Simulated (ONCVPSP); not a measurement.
Potentials for tungsten compared

Generated with ld1.x 7.5 (TM, RRKJ, ultrasoft, PAW), atompaw 4.2 or ONCVPSP 4.0.1. The cutoff is in Ry: for ld1.x and atompaw files where the sum of valence levels is converged to 10 mRy in a Bessel basis, for ONCV files where the hardest occupied wave has 1 mHa per electron of residual kinetic energy. The error is the largest all-electron minus pseudo excitation energy over each file’s own four to seven test configurations (ionisations up to +4, promotions, holes and added fractions of an electron), all of which were solved. The labels leave out finer settings (local radius, basis sizes, second energies), which also bear on the numbers. Spin-polarised tests are not counted. The rows are a selection from randomly drawn settings: files with unsolved tests, undetermined cutoffs or missed reference levels are left out.

A true bound ghost makes a file unfit for plane-wave use even where its test errors are small: the radial tests pick states by their node count and pass the ghost by.

```tsv
potential	cutoff (Ry)	largest error (meV)	bound ghosts
ONCV, PBE, non-relativistic, rc 2.10/1.80/2.55 (spd), local smoothed, core correction no, reference 5s2 5p6 5d4 6s1, qcut 7.6/9.1/6.2, projectors 2/2/2	46	+9.0	none
ONCV, PBE, fully relativistic, rc 1.90/1.60/2.60 (spd), local smoothed, core correction yes, reference 5s2 5p6 5d4.5 6s1.5, qcut 4.9/7.6/7.2, projectors 2/2/1	49	-13	none
ONCV, LDA (Perdew-Wang 92), fully relativistic, rc 2.35/1.30/2.85/2.65 (spdf), local smoothed, core correction no, reference 5p6 5d4 6s2, qcut 2.3/6.4/4.4/4.2, projectors 2/2/2/2	145	+56	s
ONCV, BLYP, scalar-relativistic, rc 2.30/2.55/2.85/0.55 (spdf), local f, core correction yes, reference 4f14 5d4 6s2, qcut 2.2/2.6/5/22.9, projectors 3/2/2/0	1658	+123	s, p, d
```

Q: Fill in the row for W: ONCV, LDA (Perdew-Zunger), scalar-relativistic, rc 1.70/1.80/1.85 (spd), local smoothed, core correction yes, reference 5s2 5p6 5d4 6s1, qcut 7.5/8.5/6, projectors 2/1/2.

A: cutoff 40 Ry, largest error -208 meV, bound ghosts: none.

Q: Fill in the row for W: ONCV, PBE, scalar-relativistic, rc 2.00/1.35/2.75 (spd), local smoothed, core correction no, reference 5s2 5p6 5d4 6s0.5, qcut 5.1/6.7/6.9, projectors 3/2/3.

A: cutoff 156 Ry, largest error +7.6 meV, bound ghosts: none.
